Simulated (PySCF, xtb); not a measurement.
AlH3, SMILES [AlH3].

xtb with GFN2-xTB at its own geometry gives an orbital gap of 5.32 eV and a dipole moment of 0.00 D.

Geometry: ωB97X-D3(BJ)/def2-TZVPD. The isomer is the one that the SMILES or the coordinates give; other isomers of the formula were not compared.

Problem. What does PBE/def2-TZVPD in PySCF give? (An estimate is asked for; the answer gives what the named calculation found.)

Solution. gap 4.77 eV (levels -7.31 and -2.53 eV), dipole 0.00 D.
